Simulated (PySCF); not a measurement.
BF, charge -1, doublet, at a GFN2-xTB geometry (the spin is typed, not shown lowest) (in this run its highest filled SCF level lies above zero, so its values depend strongly on the basis, on diffuse functions most of all), atoms displaced at random by about 0.05 Å a coordinate; PBE0/6-31G** (PySCF).

Input for PySCF:
```python
from pyscf import gto, scf, dft
from pyscf.geomopt import geometric_solver

mol = gto.M(
    atom='''
B    -0.03507344    0.02555262   -1.07484015
F    -0.05851289    0.03690054    0.61460044
''',
    basis='6-31g**',
    charge=-1,
    spin=1,
    verbose=3,
)

def method(m):
    mf = dft.UKS(m)
    mf.xc = 'pbe0'
    return mf

conv, mol_eq = geometric_solver.kernel(method(mol), maxsteps=100, trust=0.5, tmax=0.5)
print('optimisation converged:', conv)
print(mol_eq.tostring(format='xyz'))
mf = method(mol_eq)
mf.kernel()
```

Question: What does PySCF print? Leave out banner, timings and long lists.

Answer: 
```
Custom engine selected.
Bonds will be generated from interatomic distances less than 1.20 times sum of covalent radii
6 internal coordinates being used (instead of 6 Cartesians)
Internal coordinate system (atoms numbered from 1):
Distance 1-2
Translation-X 1-2
Translation-Y 1-2
Translation-Z 1-2
Rotation-A 1-2
Rotation-B 1-2
Rotation-C 1-2
<class 'geometric.internal.Distance'> : 1
<class 'geometric.internal.TranslationX'> : 1
<class 'geometric.internal.TranslationY'> : 1
<class 'geometric.internal.TranslationZ'> : 1
<class 'geometric.internal.RotationA'> : 1
<class 'geometric.internal.RotationB'> : 1
<class 'geometric.internal.RotationC'> : 1
> ===== Optimization Info: ====
> Job type: Energy minimization
> Maximum number of optimization cycles: 100
> Initial / maximum trust radius (Angstrom): 0.500 / 0.500
> Convergence Criteria:
> Will converge when all 5 criteria are reached:
>  |Delta-E| < 1.00e-06
>  RMS-Grad  < 3.00e-04
>  Max-Grad  < 4.50e-04
>  RMS-Disp  < 1.20e-03
>  Max-Disp  < 1.80e-03
> === End Optimization Info ===

Geometry optimization cycle 1
Cartesian coordinates (Angstrom)
 Atom        New coordinates             dX        dY        dZ
   B  -0.035073   0.025553  -1.074840    0.000000  0.000000  0.000000
   F  -0.058513   0.036901   0.614600    0.000000  0.000000  0.000000

WARN: Mole.unit (angstrom) is changed to Bohr

converged SCF energy = -124.420271131178  <S^2> = 0.75443606  2S+1 = 2.0044311
--------------- UKS_Scanner gradients ---------------
         x                y                z
0 B     0.0007709592    -0.0003730530    -0.0555441265
1 F    -0.0007516883     0.0003640425     0.0555096849
----------------------------------------------
cycle 1: E = -124.420271131  dE = -124.42  norm(grad) = 0.078536
Step    0 : Gradient = 5.553e-02/5.555e-02 (rms/max) Energy = -124.4202711312
[...]
Geometry optimization cycle 2
Cartesian coordinates (Angstrom)
 Atom        New coordinates             dX        dY        dZ
   B  -0.036186   0.026087  -0.995111   -0.001113  0.000534  0.079730
   F  -0.057808   0.036557   0.535600    0.000705 -0.000344 -0.079001
converged SCF energy = -124.435003982481  <S^2> = 0.7540639  2S+1 = 2.0040598
--------------- UKS_Scanner gradients ---------------
         x                y                z
0 B     0.0005447840    -0.0002634133    -0.0385177358
1 F    -0.0005310528     0.0002564342     0.0384925356
----------------------------------------------
[...]
Step    1 : Displace = 7.937e-02/7.937e-02 (rms/max) Trust = 5.000e-01 (=) Grad = 3.851e-02/3.852e-02 (rms/max) E (change) = -124.4350039825 (-1.473e-02) Quality = 1.769
converged SCF energy = -124.396173463453  <S^2> = 0.75260428  2S+1 = 2.0026026
Step    2 : Displace = 1.795e-01/1.795e-01 (rms/max) Trust = 5.000e-01 (=) Grad = 2.556e-01/2.556e-01 (rms/max) E (change) = -124.3961734635 (+3.883e-02) Quality = -2.972
converged SCF energy = -124.43834330606  <S^2> = 0.75339499  2S+1 = 2.0033921
Step    3 : Displace = 8.977e-02/8.977e-02 (rms/max) Trust = 8.977e-02 (x) Grad = 3.297e-02/3.298e-02 (rms/max) E (change) = -124.4383433061 (-3.339e-03) Quality = 0.341
converged SCF energy = -124.439788124328  <S^2> = 0.75372821  2S+1 = 2.0037247
Step    4 : Displace = 4.141e-02/4.141e-02 (rms/max) Trust = 8.977e-02 (=) Grad = 1.060e-02/1.061e-02 (rms/max) E (change) = -124.4397881243 (-1.445e-03) Quality = 0.560
converged SCF energy = -124.440033399806  <S^2> = 0.75365074  2S+1 = 2.0036474
[...]
--------------- UKS_Scanner gradients ---------------
         x                y                z
0 B     0.0000296862    -0.0000142822    -0.0020621882
1 F    -0.0000267988     0.0000115493     0.0020390936
----------------------------------------------
cycle 6: E = -124.4400334  dE = -0.000245275  norm(grad) = 0.00290042
Step    5 : Displace = 1.008e-02/1.008e-02 (rms/max) Trust = 8.977e-02 (=) Grad = 2.051e-03/2.062e-03 (rms/max) E (change) = -124.4400333998 (-2.453e-04) Quality = 1.215
[...]
Geometry optimization cycle 7
Cartesian coordinates (Angstrom)
 Atom        New coordinates             dX        dY        dZ
   B  -0.037109   0.026529  -0.933315   -0.000049  0.000024  0.002714
   F  -0.057291   0.036392   0.475681   -0.000020  0.000044 -0.002121
converged SCF energy = -124.440042185436  <S^2> = 0.75363166  2S+1 = 2.0036284
--------------- UKS_Scanner gradients ---------------
         x                y                z
0 B    -0.0000021748     0.0000012374     0.0001642197
1 F     0.0000046717    -0.0000038353    -0.0001867302
----------------------------------------------
cycle 7: E = -124.440042185  dE = -8.78563e-06  norm(grad) = 0.000248755
Step    6 : Displace = 2.417e-03/2.417e-03 (rms/max) Trust = 1.270e-01 (+) Grad = 1.759e-04/1.868e-04 (rms/max) E (change) = -124.4400421854 (-8.786e-06) Quality = 0.937
[...]
Geometry optimization cycle 8
Cartesian coordinates (Angstrom)
 Atom        New coordinates             dX        dY        dZ
   B  -0.037116   0.026533  -0.933288   -0.000008  0.000004  0.000027
   F  -0.057331   0.036438   0.476086   -0.000040  0.000046  0.000404
converged SCF energy = -124.440042233999  <S^2> = 0.75363302  2S+1 = 2.0036297
--------------- UKS_Scanner gradients ---------------
         x                y                z
0 B     0.0000003829    -0.0000000187    -0.0000130896
1 F     0.0000021507    -0.0000026029    -0.0000094660
----------------------------------------------
cycle 8: E = -124.440042234  dE = -4.85628e-08  norm(grad) = 1.65073e-05
Step    7 : Displace = 1.890e-04/1.890e-04 (rms/max) Trust = 1.795e-01 (+) Grad = 1.167e-05/1.310e-05 (rms/max) E (change) = -124.4400422340 (-4.856e-08) Quality = 0.720
[...]
Converged! =D

optimisation converged: True
2
XYZ from PySCF
B          -0.03711617        0.02653283       -0.93328828
F          -0.05733126        0.03643837        0.47608568

converged SCF energy = -124.440042261761  <S^2> = 0.75363301  2S+1 = 2.0036297
```
